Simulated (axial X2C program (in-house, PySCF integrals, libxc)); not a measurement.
# Bond lengths and stretching modes, held linear, of ClHfCl⁻

Computed with an axial X2C code built on PySCF integrals: two-component X2C with atomic mean-field Coulomb and Gaunt terms, Gaussian nuclei, basis Cl dyall-av3z, Hf dyall-v3z with contracted cores. Spin-free rows use the one-electron spin-free X2C Hamiltonian.

Masses Cl 34.969, Hf 179.947, Cl 34.969 u. States: 2c Ω = 3/2 (beyond evenly filled blocks: ω = 3/2); spin-free M_S = 1/2, Λ = 2 (beyond evenly filled blocks: δ+α).

MP2, 2c: energies above the lowest point

| r(Cl–Hf) (Å) | r(Hf–Cl) (Å) | E (meV) |
| --- | --- | --- |
| 2.3351 | 2.3351 | 50.35 |
| 2.3351 | 2.3950 | 22.51 |
| 2.3351 | 2.4549 | 35.00 |
| 2.3950 | 2.3351 | 22.51 |
| 2.3950 | 2.3950 | 0.00 |
| 2.3950 | 2.4549 | 17.30 |
| 2.3950 | 2.5148 | 64.78 |
| 2.4549 | 2.3351 | 35.00 |
| 2.4549 | 2.3950 | 17.30 |
| 2.4549 | 2.4549 | 38.94 |
| 2.5148 | 2.3950 | 64.78 |
| 2.5148 | 2.5148 | 145.46 |

Question: Fit a quadratic surface with cubic terms in each bond: where is the minimum, and what are the two stretching wavenumbers?

Answer: At MP2, 2c: bonds 2.397 and 2.397 Å; harmonic stretches 307.5 and 324.1 cm⁻¹; force constants 1.75, 1.75 and coupling 0.20 mdyn/Å.

The other levels and Hamiltonians give:

```
Hamiltonian  level  r(Cl–Hf) (Å)  r(Hf–Cl) (Å)  lower stretch (cm⁻¹)  upper stretch (cm⁻¹)
         2c   PBE0         2.395         2.395                 300.2                 313.7
         2c     HF         2.456         2.456                 288.2                 299.0
         2c    LDA         2.348         2.348                 310.3                 328.6
  spin-free   PBE0         2.393         2.393                 301.6                 314.8
  spin-free     HF         2.454         2.454                 290.1                 300.2
  spin-free    LDA         2.346         2.346                 311.9                 329.6
  spin-free    MP2         2.395         2.395                 309.0                 324.2
```

Each state is one determinant, the lowest of a limited PBE0 search; the stretches come from a fit to these few points and carry an uncertainty of a few per cent. Other orders of the atoms were not compared. MP2 freezes inner shells (threshold -2 hartree). For an anion the highest level of a functional can be positive, and the basis then holds the extra electron. The molecule was held linear; bending was not examined, so a bent shape may lie lower. Note: functional without a current term on a determinant with orbital currents, of the molecule or an atom.
